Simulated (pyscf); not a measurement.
## :HSi–AsH₂, singlet

Gas-phase minimum from PySCF at ωB97X-D3(BJ)/def2-SVP, one conformer. :HSi–AsH₂ [singlet] lies 16.8 kcal/mol over its isomer H₂Si=AsH, and others may lie lower still (electronic energy, ωB97M-D3(BJ)). 

```
As
H 1 1.5133
H 1 1.5133 2 96.93
Si 1 2.3382 2 99.17 3 100.32
H 4 1.5266 1 90.53 2 49.86
```

Properties at ωB97X-D3(BJ)/def2-SVP:

| Property | Value |
|---|---|
| Harmonic wavenumbers, unscaled | 302, 372, 467, 533, 806, 1014, 2088, 2283, 2297 cm⁻¹ |
| Zero-point energy | 14.5 kcal/mol |
| Rotational symmetry number | 1 |
| Entropy of this conformer at 298 K and 1 atm, rigid rotor and harmonic oscillator, modes under 100 cm⁻¹ raised to 100 | 280.3 J/(mol K) |
| Dipole moment | 0.70 D |

Single-point totals, which compare only within one level (frozen core for MP2 and CC):

```
level                   total energy (hartree)
----------------------  ----------------------
ωB97X-D3(BJ)/def2-TZVP             -2527.08383
PBE/def2-TZVP                      -2526.62853
r²SCAN/def2-TZVP                   -2527.07639
B3LYP-D3(BJ)/def2-TZVP             -2527.19276
PBE0-D3(BJ)/def2-TZVP              -2526.72377
M06-2X/def2-TZVP                   -2527.10058
ωB97M-D3(BJ)/def2-TZVP             -2527.17435
HF/def2-TZVPP                      -2524.82857
MP2/def2-TZVPP                     -2525.20730
CCSD/def2-TZVPP                    -2525.23823
CCSD(T)/def2-TZVPP                 -2525.25441
```

The CCSD(T) − MP2 part came from Ansatz, without density fitting, on the same reference. The frozen core leaves the outer d or s,p core shells of the metals and heavy elements correlated in the MP2 and CC values, and def2-TZVPP describes them poorly, so these totals are far from the basis limit. Elements up to Kr have no core potential and no relativistic terms here.
